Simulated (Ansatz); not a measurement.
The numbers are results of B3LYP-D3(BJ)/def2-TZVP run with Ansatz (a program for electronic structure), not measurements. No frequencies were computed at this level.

Ansatz 0.2 input:
```yaml
crystal:
  periodic: [false, false, false]
  atoms:
    - { symbol: C, position_ang: [-1.784363, 0.234887, -0.132857] }
    - { symbol: Si, position_ang: [-0.257362, -0.206974, 0.598123] }
    - { symbol: C, position_ang: [1.411667, -0.037188, -0.274735] }
    - { symbol: H, position_ang: [-2.723902, 0.130852, 0.380275] }
    - { symbol: H, position_ang: [-1.852221, 0.631689, -1.131512] }
    - { symbol: H, position_ang: [-0.066297, -0.751703, 1.940339] }
    - { symbol: H, position_ang: [2.087503, 0.615288, 0.275185] }
    - { symbol: H, position_ang: [1.904246, -1.001234, -0.387933] }
    - { symbol: H, position_ang: [1.28073, 0.384382, -1.266886] }
basis:
  gaussian: { orbitals: def2-tzvp }
hamiltonian:
  xc: b3lyp
  dispersion: d3bj
relax:
  max_steps: 150
```

Output:

```
Functional definition: B3LYP
885 factors; their error is unknown
mean field evaluation 1: about -10035.1544 eV, gradient 7.9e1 eV
mean field evaluation 2: about -10012.6956 eV, gradient 1.0e2 eV
mean field evaluation 4: about -10049.6080 eV, gradient 1.3e1 eV
mean field evaluation 8: about -10050.0507 eV, gradient 1.5e-1 eV
mean field evaluation 16: about -10050.0651 eV, gradient 1.5e-4 eV
mean field -10050.06509957 eV, -369.3330802304 hartree, gradient 4.7e-5 eV, S^2 0.000000; 0 other end points of the search recorded, 0 dependent functions left out
reference -10050.06535587 eV, -369.3330896494 hartree; 16, 16 occupied and 119, 119 virtual orbitals, 885 factors
relax step   1: F+E_penalty+E_count = -10050.35241660 eV  Δ(F+E_penalty+E_count) = +0.000e0 eV  max|allowed force component| = 1.370e0 eV/Å  Δτ_max = 0.0000 Å  (28 SCF iters, accepted)
these checks for a lower state are left out or cut short: starts, cluster_reference, orbital_swaps, neighbouring_geometries, increment
885 factors; their error is unknown
mean field -10050.12710472 eV, -369.3353588775 hartree, gradient 2.2e-5 eV, S^2 0.000000; 0 other end points of the search recorded, 0 dependent functions left out
reference -10050.12736077 eV, -369.3353682873 hartree; 16, 16 occupied and 119, 119 virtual orbitals, 885 factors
relax step   2: F+E_penalty+E_count = -10050.41600989 eV  Δ(F+E_penalty+E_count) = -6.359e-2 eV  max|allowed force component| = 5.815e-1 eV/Å  Δτ_max = 0.0745 Å  (32 SCF iters, accepted)
these checks for a lower state are left out or cut short: starts, cluster_reference, orbital_swaps, neighbouring_geometries, increment
885 factors; their error is unknown
mean field evaluation 32: about -10050.1354 eV, gradient 2.3e-5 eV
mean field -10050.13540100 eV, -369.3356637602 hartree, gradient 2.3e-5 eV, S^2 0.000000; 0 other end points of the search recorded, 0 dependent functions left out
reference -10050.13565641 eV, -369.3356731464 hartree; 16, 16 occupied and 119, 119 virtual orbitals, 885 factors
relax step   3: F+E_penalty+E_count = -10050.42519074 eV  Δ(F+E_penalty+E_count) = -9.181e-3 eV  max|allowed force component| = 4.540e-2 eV/Å  Δτ_max = 0.0259 Å  (32 SCF iters, accepted)
these checks for a lower state are left out or cut short: starts, cluster_reference, orbital_swaps, neighbouring_geometries, increment
885 factors; their error is unknown
mean field -10050.13552605 eV, -369.3356683558 hartree, gradient 2.0e-5 eV, S^2 0.000000; 0 other end points of the search recorded, 0 dependent functions left out
reference -10050.13578152 eV, -369.3356777441 hartree; 16, 16 occupied and 119, 119 virtual orbitals, 885 factors
relax step   4: F+E_penalty+E_count = -10050.42525630 eV  Δ(F+E_penalty+E_count) = -6.556e-5 eV  max|allowed force component| = 4.004e-2 eV/Å  Δτ_max = 0.0205 Å  (30 SCF iters, accepted)
these checks for a lower state are left out or cut short: starts, cluster_reference, orbital_swaps, neighbouring_geometries, increment
885 factors; their error is unknown
mean field -10050.13571984 eV, -369.3356754775 hartree, gradient 2.0e-5 eV, S^2 0.000000; 0 other end points of the search recorded, 0 dependent functions left out
reference -10050.13597522 eV, -369.3356848624 hartree; 16, 16 occupied and 119, 119 virtual orbitals, 885 factors
relax step   5: F+E_penalty+E_count = -10050.42531991 eV  Δ(F+E_penalty+E_count) = -6.361e-5 eV  max|allowed force component| = 4.525e-2 eV/Å  Δτ_max = 0.0149 Å  (32 SCF iters, accepted)
these checks for a lower state are left out or cut short: starts, cluster_reference, orbital_swaps, neighbouring_geometries, increment
885 factors; their error is unknown
mean field -10050.13612956 eV, -369.3356905345 hartree, gradient 2.0e-5 eV, S^2 0.000000; 0 other end points of the search recorded, 0 dependent functions left out
reference -10050.13638501 eV, -369.3356999219 hartree; 16, 16 occupied and 119, 119 virtual orbitals, 885 factors
relax step   6: F+E_penalty+E_count = -10050.42569558 eV  Δ(F+E_penalty+E_count) = -3.757e-4 eV  max|allowed force component| = 6.452e-3 eV/Å  Δτ_max = 0.0112 Å  (32 SCF iters, accepted)
885 factors; their error is unknown
mean field evaluation 64: about -10050.1215 eV, gradient 3.5e-2 eV
mean field -10050.13612956 eV, -369.3356905345 hartree, gradient 3.1e-5 eV, S^2 0.000000; 1 other end points of the search recorded, 0 dependent functions left out
reference -10050.13638501 eV, -369.3356999219 hartree; 16, 16 occupied and 119, 119 virtual orbitals, 885 factors
Total energy: -10050.42595103 eV, -369.3463412768 hartree
Atom 0 at    -1.738138     0.227973    -0.118519 Å, force     0.003742     0.000192     0.000874 eV/Å
Atom 1 at    -0.242674    -0.200910     0.567630 Å, force    -0.002921     0.006452     0.003658 eV/Å
Atom 2 at     1.405190    -0.030961    -0.288694 Å, force     0.003759    -0.003380    -0.000924 eV/Å
Atom 3 at    -2.669665     0.112174     0.420218 Å, force    -0.002200    -0.003534     0.001351 eV/Å
Atom 4 at    -1.827735     0.633867    -1.118190 Å, force     0.000259     0.002408    -0.002142 eV/Å
Atom 5 at    -0.168817    -0.752629     1.935378 Å, force     0.000474     0.000972    -0.001005 eV/Å
Atom 6 at     2.072226     0.630773     0.267832 Å, force    -0.006166    -0.000435     0.002837 eV/Å
Atom 7 at     1.901705    -0.999613    -0.375987 Å, force     0.002856     0.000457    -0.005077 eV/Å
Atom 8 at     1.267908     0.379325    -1.289669 Å, force     0.000197    -0.003133     0.000428 eV/Å
Dipole moment:     0.345438    -0.033555    -0.006192 e Å
```

Cost: about 17 core-seconds (a rough figure).
